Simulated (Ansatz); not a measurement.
```yaml
crystal:
  periodic: [false, false, false]
  atoms:
    - {symbol: S, position_ang: [-1.276617, 0.832279, -2.003167]}
    - {symbol: C, position_ang: [0.073065, 0.400919, -1.235944]}
    - {symbol: Si, position_ang: [0.200304, 0.351808, 0.636126]}
    - {symbol: S, position_ang: [0.464701, -1.671055, 1.269230]}
    - {symbol: H, position_ang: [0.944083, 0.088343, -1.820358]}
    - {symbol: H, position_ang: [-1.017425, 0.973031, 1.203241]}
    - {symbol: H, position_ang: [1.437311, 1.040572, 1.085489]}
    - {symbol: H, position_ang: [-0.733122, -2.072998, 0.809586]}
basis:
  gaussian: {orbitals: aug-cc-pVDZ}
magnetization: {spin_polarized: true, initial_magnetization: 0}
hamiltonian: {xc: {name: HF}}
correlation: {active_space: {window: {electrons: 40, orbitals: 30}}}
scf: {lower_state_search: light}
```

```sh
$ ansatz run in.yaml --threads 2 --pin off --events-out ev --progress --plain --max-ram 4352MiB
```

Problem. How does Ansatz answer? (Estimate.)

Solution. Computed: The program refused the input.
```
Error: invalid value for `correlation.active_space`: it starts from restricted Hartree–Fock orbitals; set hamiltonian.xc: hf without magnetization.spin_polarized
```
